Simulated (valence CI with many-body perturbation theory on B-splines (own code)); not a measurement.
**Pt²⁹⁺: M1 decay**

Calculated by relativistic CI+MBPT: three valence electrons over a frozen Dirac-Fock core [Kr] 4d10, radial functions for each j: 8 s, 8 p, 9 d, 9 f, 6 g, 3 h, 2 i, with the one-electron correlation potential Σ1, the two-electron term Σ2, the three-electron term Σ3, Breit, model QED; selected CI, second order for the rest (own B-spline code, finite nucleus).

The last digits are not significant, and no measured levels were compared; by estimate large intervals hold to a few tenths of a per cent, small ones and those within an open d or f shell to about a per cent. Core correlation moves these levels by up to 51000 cm⁻¹, and in measured spectra 5 to 20 % of such shifts remained as error; rates that hang on mixing are uncertain with them. The list stops below the first excitations out of the core.

Lines 1 to 50 of 120 in falling wavelength, among levels below 1450700 cm⁻¹, chosen from the decays that carry over 1 % of a level's rate. Wavelengths and rates use the calculated energies. S is in atomic units (e²a₀⁴ for E2 and M2, e²a₀⁶ for E3), for M1 in squared Bohr magnetons. Weak lines are less certain than strong ones. Lines between different terms over intervals too small for the method are left out, as are lines whose strength nearly cancels.

Levels are named by their leading jj configuration (3d3/2^4 stands for four electrons in 3d with j = 3/2), which in mixed levels can hold well under half, so a name can repeat and another be missing. Letters in brackets count levels of one name in rising energy.

```csv
λ vac (nm),Upper,Lower,Type,A (s⁻¹),S (a.u.)
992.2,(4f5/2^2 4f7/2) J=3/2 [a],(4f5/2^3) J=5/2,M1,5.66e+00,8.20e-01
977.2,(4f5/2^2 4f7/2) J=5/2 [a],(4f5/2^3) J=5/2,M1,1.05e+01,2.18e+00
966.4,(4f5/2 4f7/2^2) J=9/2 [a],(4f5/2^2 4f7/2) J=7/2 [b],M1,1.13e+01,3.77e+00
901.8,(4f5/2^2 4f7/2) J=7/2 [a],(4f5/2^3) J=5/2,M1,4.12e+00,8.96e-01
742.7,(4f5/2 4f7/2^2) J=3/2 [a],(4f5/2^2 4f7/2) J=5/2 [b],M1,4.35e+01,2.64e+00
739.4,(4f5/2^2 4f7/2) J=7/2 [b],(4f5/2^2 4f7/2) J=7/2 [a],M1,9.13e+00,1.09e+00
732.7,(4f5/2^2 4f7/2) J=7/2 [a],(4f5/2^2 4f7/2) J=9/2,M1,3.00e+01,3.50e+00
695.4,(4f5/2^2 4f7/2) J=7/2 [b],(4f5/2^2 4f7/2) J=5/2 [a],M1,1.06e+01,1.06e+00
638.3,(4f5/2 4f7/2^2) J=11/2 [b],(4f5/2^2 4f7/2) J=11/2 [b],M1,2.25e+01,2.61e+00
613.8,(4f5/2^2 4f7/2) J=15/2 [b],(4f5/2 4f7/2^2) J=13/2 [a],M1,3.01e+01,4.13e+00
564.7,(4f5/2 4f7/2^2) J=7/2 [b],(4f5/2 4f7/2^2) J=5/2 [a],M1,1.35e+01,7.23e-01
558.5,(4f7/2^3) J=9/2,(4f5/2 4f7/2^2) J=9/2 [c],M1,3.49e+01,2.26e+00
555.5,(4f5/2 4f7/2^2) J=1/2,(4f5/2 4f7/2^2) J=3/2 [a],M1,1.26e+02,1.60e+00
530.6,(4f5/2^2 4f7/2) J=15/2 [a],(4f5/2^2 4f7/2) J=13/2,M1,1.62e+02,1.44e+01
528.3,(4f5/2 4f7/2^2) J=5/2 [a],(4f5/2 4f7/2^2) J=7/2 [a],M1,1.57e+01,5.14e-01
513.0,(4f5/2^3) J=5/2,(4f5/2^3) J=3/2,M1,9.39e+01,2.82e+00
441.8,(4f5/2^2 4f7/2) J=5/2 [b],(4f5/2^2 4f7/2) J=7/2 [b],M1,4.78e+01,9.16e-01
426.0,(4f5/2 4f7/2^2) J=7/2 [a],(4f5/2^2 4f7/2) J=7/2 [b],M1,1.89e+01,4.33e-01
420.5,(4f5/2^2 4f7/2) J=11/2 [b],(4f5/2 4f7/2^2) J=13/2 [a],M1,1.12e+01,3.69e-01
420.3,(4f5/2^2 4f7/2) J=13/2,(4f5/2^2 4f7/2) J=11/2 [a],M1,5.23e+02,2.01e+01
418.9,(4f5/2 4f7/2^2) J=9/2 [a],(4f5/2^2 4f7/2) J=7/2 [a],M1,9.46e+01,2.58e+00
414.9,(4f5/2 4f7/2^2) J=9/2 [b],(4f5/2^2 4f7/2) J=7/2 [b],M1,3.10e+02,8.22e+00
406.3,(4f5/2^2 4f7/2) J=7/2 [b],(4f5/2^3) J=5/2,M1,4.67e+02,9.29e+00
403.7,(4f5/2 4f7/2^2) J=11/2 [b],(4f5/2 4f7/2^2) J=9/2 [b],M1,2.32e+02,6.79e+00
388.2,(4f5/2^2 4f7/2) J=9/2,(4f5/2^2 4f7/2) J=11/2 [a],M1,8.55e+01,1.85e+00
385.1,(4f5/2 4f7/2^2) J=5/2 [a],(4f5/2^2 4f7/2) J=3/2 [b],M1,1.47e+02,1.86e+00
369.5,(4f5/2 4f7/2^2) J=13/2 [b],(4f5/2^2 4f7/2) J=11/2 [b],M1,6.51e+01,1.70e+00
368.0,(4f5/2^2 4f7/2) J=7/2 [b],(4f5/2^2 4f7/2) J=9/2,M1,1.89e+01,2.80e-01
367.6,(4f5/2 4f7/2^2) J=9/2 [c],(4f5/2 4f7/2^2) J=7/2 [a],M1,9.45e+01,1.74e+00
338.2,(4f5/2^2 4f7/2) J=3/2 [a],(4f5/2^3) J=3/2,M1,3.73e+02,2.14e+00
336.4,(4f5/2^2 4f7/2) J=5/2 [a],(4f5/2^3) J=3/2,M1,3.45e+02,2.92e+00
324.6,(4f5/2^2 4f7/2) J=3/2 [b],(4f5/2^2 4f7/2) J=5/2 [a],M1,4.47e+01,2.27e-01
323.0,(4f5/2^2 4f7/2) J=3/2 [b],(4f5/2^2 4f7/2) J=3/2 [a],M1,5.04e+02,2.52e+00
320.8,(4f5/2^2 4f7/2) J=11/2 [a],(4f5/2^3) J=9/2,M1,1.08e+03,1.59e+01
312.6,(4f5/2^2 4f7/2) J=1/2,(4f5/2^2 4f7/2) J=3/2 [a],M1,1.61e+02,3.64e-01
282.7,(4f7/2^3) J=9/2,(4f5/2^2 4f7/2) J=11/2 [b],M1,1.22e+02,1.02e+00
277.7,(4f5/2 4f7/2^2) J=7/2 [b],(4f5/2 4f7/2^2) J=9/2 [b],M1,2.53e+01,1.61e-01
277.6,(4f5/2^2 4f7/2) J=15/2 [b],(4f5/2^2 4f7/2) J=15/2 [a],M1,4.97e+02,6.31e+00
273.0,(4f5/2 4f7/2^2) J=7/2 [b],(4f5/2 4f7/2^2) J=7/2 [a],M1,2.37e+01,1.43e-01
272.9,(4f5/2 4f7/2^2) J=1/2,(4f5/2^2 4f7/2) J=1/2,M1,1.10e+02,1.65e-01
270.3,(4f5/2 4f7/2^2) J=7/2 [a],(4f5/2^2 4f7/2) J=7/2 [a],M1,4.05e+02,2.37e+00
270.2,(4f5/2^2 4f7/2) J=5/2 [b],(4f5/2^2 4f7/2) J=5/2 [a],M1,1.31e+02,5.73e-01
266.9,(4f5/2 4f7/2^2) J=7/2 [b],(4f5/2^2 4f7/2) J=5/2 [b],M1,6.13e+02,3.46e+00
266.5,(4f5/2 4f7/2^2) J=9/2 [a],(4f5/2^2 4f7/2) J=9/2,M1,6.41e+02,4.50e+00
265.8,(4f5/2 4f7/2^2) J=9/2 [b],(4f5/2^2 4f7/2) J=7/2 [a],M1,2.49e+02,1.73e+00
265.5,(4f5/2 4f7/2^2) J=1/2,(4f5/2^2 4f7/2) J=3/2 [b],M1,4.95e+02,6.86e-01
264.2,(4f5/2 4f7/2^2) J=11/2 [b],(4f5/2 4f7/2^2) J=11/2 [a],M1,5.82e+02,4.78e+00
264.2,(4f5/2 4f7/2^2) J=7/2 [a],(4f5/2^2 4f7/2) J=5/2 [a],M1,1.03e+03,5.62e+00
261.8,(4f5/2 4f7/2^2) J=11/2 [a],(4f5/2^2 4f7/2) J=9/2,M1,4.00e+02,3.19e+00
259.6,(4f5/2 4f7/2^2) J=11/2 [b],(4f5/2 4f7/2^2) J=9/2 [a],M1,2.03e+01,1.58e-01
```
